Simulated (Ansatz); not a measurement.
CClNSi, SMILES `[C-]#[N+][Si]Cl` (excited triplet) (charge 0, multiplicity 3). This triplet is an excited state, 2.19 eV above the relaxed singlet at the level frozen-core CCSD(T)/cc-pVTZ // PBE0-D3(BJ)/def2-TZVP (Ansatz, an electronic-structure program).

Cartesian coordinates (Å):
```xyz
4

C     -2.0075    -0.3276    -0.0098
N     -0.8953     0.0690    -0.0010
Si     0.6597     0.7665     0.0134
Cl     2.2432    -0.5080    -0.0025
```
Charge 0, spin multiplicity 3.

Frozen-core energies in 6-31g from Ansatz at a geometry from PBE0-D3(BJ)/def2-TZVP; the HF reference has <S^2> = 2.02 and the T1 diagnostic is 0.022.

```
level  energy (Ha)
-----  -----------
HF      -840.57201
MP2     -840.81831
CCSD    -840.83482
```

Q: Estimate the energies of CCSD(T), CCSDT and CCSDT(Q), and give each level's difference from CCSDT(Q).

A: 
```csv
level,energy (Ha),difference from CCSDT(Q) (mHa)
MP2,-840.81831,28.77
CCSD,-840.83482,12.26
CCSD(T),-840.84538,1.70
CCSDT,-840.84632,0.76
CCSDT(Q),-840.84708,0.00
```
